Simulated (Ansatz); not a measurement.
Basis sets compared for the cluster Cu3S2. The state is a doublet with charge 0. Geometry r2SCAN-D4/def2-SVP. Ansatz on 4 threads of Arm Neoverse V1 on a shared host; times are rough, and most runs start from earlier orbitals.

Cartesian coordinates in Å:
```
Cu -0.809 -1.122 -0.193
Cu 1.388 -0.141 0.051
Cu -0.579 1.263 0.142
S 0.089 0.238 -1.755
S -0.088 -0.238 1.755
```

No other spin state of charge 0 was run. The structure comes from a short search, and lower isomers may exist.

Binding counts from free atoms (Cu doublet, S triplet) in the same basis, without a counterpoise term.

```
           level  functions  energy (Eh)  HOMO (eV)  LUMO (eV)  binding per atom (eV)  wall time
 PBE-D4/def2-SVP        129   -5716.0692      -4.43      -3.97                   2.96      3.7 s
PBE0-D4/def2-SVP        129   -5716.1299      -5.72      -3.29                   2.65        6 s
```

(1) Estimate the rows for PBE-D4/def2-TZVP (with forces), PBE0-D4/def2-TZVP.

## Answers

(1) 
```tsv
level	functions	energy (Eh)	HOMO (eV)	LUMO (eV)	binding per atom (eV)	wall time
PBE-D4/def2-TZVP (with forces)	209	-5717.0947	-4.90	-4.43	2.64	7 s
PBE0-D4/def2-TZVP	209	-5717.1245	-6.11	-3.68	2.42	13 s
```
